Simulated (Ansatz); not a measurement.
[OsO3N]- (OsNO₃⁻). Charge -1, multiplicity 1. Geometry relaxed at PBE0-D4/def2-SVPD.

```xyz
5

Os   -0.0071    0.0005   -0.0052
O    -0.5884   -1.6203   -0.2818
O    -1.2117    0.9584    0.8149
O     0.4656    0.7530   -1.5057
N     1.3416   -0.0916    0.9778
```

In the def2 sets Os takes a core potential; there is no spin–orbit coupling. The restricted singlet is unstable towards broken spin symmetry in Hartree–Fock (as tested in another run); at PBE0-D4/def2-SVPD this wasn't settled.

Question: Estimate the harmonic wavenumbers at RKS PBE0-D4/def2-SVPD (Ansatz, unscaled). Is this a minimum?

Answer: 315, 315, 338, 388, 388, 901, 901, 928, 1119 cm⁻¹. Yes, no mode is imaginary beyond noise. Zero-point energy 33.5 kJ/mol. Run time 22 s (2 threads of Intel Xeon 6975P-C on a shared host).
